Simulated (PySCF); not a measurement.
PySCF 2.14 output of an unrestricted BHandHLYP calculation on a single atom or ion in aug-cc-pwCVTZ-PP with ECP60MDF (8s7p6d4f1g, 96 functions), with a scalar-relativistic core potential:

```
SCF conv_tol = 1e-09
number electrons alpha = 11  beta = 9
    A. D. Becke.,  J. Chem. Phys. 98, 1372 (1993)
    Defined through Gaussian implementation.
cycle= 1 E= -171.927513378736  delta_E= -0.00543  |g|= 0.0164  |ddm|= 0.273
cycle= 2 E= -171.927714125996  delta_E= -0.000201  |g|= 0.00468  |ddm|= 0.0491
cycle= 3 E= -171.927736381226  delta_E= -2.23e-05  |g|= 0.0027  |ddm|= 0.0119
cycle= 4 E= -171.927741224339  delta_E= -4.84e-06  |g|= 0.000688  |ddm|= 0.00612
cycle= 5 E= -171.9277420148  delta_E= -7.9e-07  |g|= 0.000142  |ddm|= 0.00268
cycle= 6 E= -171.927742055288  delta_E= -4.05e-08  |g|= 8.76e-06  |ddm|= 0.00079
cycle= 7 E= -171.927742055344  delta_E= -5.6e-11  |g|= 6.91e-07  |ddm|= 3.49e-05
converged SCF energy = -171.927742055344  <S^2> = 2.0012027  2S+1 = 3.0008017
```

The run itself started from symmetry-adapted Hartree-Fock orbitals and held the occupation by maximum overlap, on a logarithmic radial grid, so the iterations belong to that start.

Q: Which element, charge and spin multiplicity is this?

A: Tl⁺ (thallium, charge +1), multiplicity 3; the state was [Xe] 4f14 5d10 6s1 6p1, high-spin 3P determinant (an excited configuration).

Energies and moments cover only the electrons outside the core potential. Spin-orbit coupling, absent here, splits the open shell strongly.
